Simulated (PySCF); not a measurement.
# Electron correlation in Se (selenium, neutral)

[Ar] 3d10 4s2 4p3 5s1, high-spin 5S determinant (an excited configuration). Computed with PySCF 2.14 in aug-cc-pVTZ-PP with one added diffuse shell each of s, d, f type with ECP10MDF (7s5p5d3f, 68 functions), with a scalar-relativistic core potential. Frozen: 3s2 3p6 3d10; 6 electrons correlated.

```
  level  correlation energy (mhartree)
   CCSD                        -100.48
    (T)                          -3.48
CCSD(T)                        -103.96
```

Diagnostics: T1 = 0.021, D1 = 0.0725, largest double amplitude 0.034.

Question: Is a single reference adequate?

Answer: Yes, within this model without spin-orbit coupling: T1 lies below 0.03 and no double amplitude reaches 0.07.
